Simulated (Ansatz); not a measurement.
Consider the redistribution: `N[BH][SnH3]` + `C[CH2][GaH][NH2]` → `CC[BH][SnH3]` + `[NH2][GaH][NH2]`.

Calculated with Ansatz (gas phase, PBE0-D4/def2-TZVP geometries, no zero-point term in ΔE). CCSD(T)/CBS adds triple-zeta CCSD(T) − MP2 to the extrapolated MP2 energy (def2 sets, frozen cores). DFT in def2-TZVPP. B3LYP here is the variant with VWN-RPA as its local correlation; programs differ in this. def2 core potentials past Kr. For Ga, Sn outer-core shells are correlated without core-valence functions, which leaves a few kJ/mol of doubt a bond. Scalar relativity is left out up to krypton. One conformer a species, not always the lowest.

`N[BH][SnH3]`:

```xyz
9

N    -1.694    0.396   -0.041
B    -0.389    0.845   -0.130
Sn    1.318   -0.604    0.080
H    -2.489    1.010   -0.130
H    -1.950   -0.564    0.116
H    -0.205    2.013   -0.321
H     2.361   -0.218    1.381
H     2.301   -0.678   -1.319
H     0.747   -2.200    0.364
```

`C[CH2][GaH][NH2]`:

Cartesian coordinates in Å:
```
C -0.274 1.511 -0.327
C -1.084 0.225 -0.440
Ga -0.136 -1.396 0.163
N 1.569 -1.176 0.758
H 0.642 1.464 -0.922
H 0.025 1.710 0.706
H -0.839 2.382 -0.673
H -2.013 0.301 0.136
H -1.403 0.058 -1.475
H -0.684 -2.863 0.189
H 2.153 -1.925 1.090
H 2.045 -0.291 0.796
```

`CC[BH][SnH3]`:

Z-matrix (Å, degrees):
```
C
C 1 1.524
H 1 1.093 2 110.8
H 1 1.093 2 112.0 3 119.9
H 1 1.092 2 111.1 3 -119.2
B 2 1.546 1 118.5 3 70.1
H 2 1.095 1 111.8 3 -64.5
H 2 1.112 1 109.6 3 -178.0
Sn 6 2.254 2 122.3 1 -162.9
H 6 1.200 2 119.8 1 21.3
H 9 1.714 6 112.9 2 -2.7
H 9 1.712 6 112.6 2 -124.2
H 9 1.713 6 110.8 2 116.9
```

`[NH2][GaH][NH2]`:

Cartesian coordinates in Å:
```
N 1.522 -0.258 0.318
Ga -0.012 0.659 -0.006
N -1.512 -0.318 -0.308
H 1.603 -1.259 0.302
H 2.411 0.189 0.453
H -0.039 2.212 -0.021
H -2.416 0.095 -0.458
H -1.557 -1.321 -0.279
```

```csv
level,ΔE (kJ/mol),difference from CCSD(T)/CBS
PBE-D4,101.3,9.3
r2SCAN-D4,94.5,2.5
B3LYP-D4,97.5,5.5
ωB97M-V,96.0,4.0
B2PLYP,94.5,2.5
PBE,100.4,8.4
CCSD/def2-TZVPP,90.9,-1.1
CCSD(T)/def2-TZVPP,94.0,2.0
MP2/def2-QZVPP,92.4,0.4
HF/CBS(def2),75.9,-16.1
CCSD(T)/CBS,92.0,0
```

Largest T1 diagnostic among the species: 0.014.

In def2-TZVPP, CCSD(T) changes the Hartree–Fock value by +16.2 kJ/mol (the triples alone add +3.1 kJ/mol) and MP2 by +16.4 kJ/mol. From PBE to PBE0 (25 % exact exchange), in def2-TZVPP and without D4, ΔE moves by −4.5 kJ/mol.
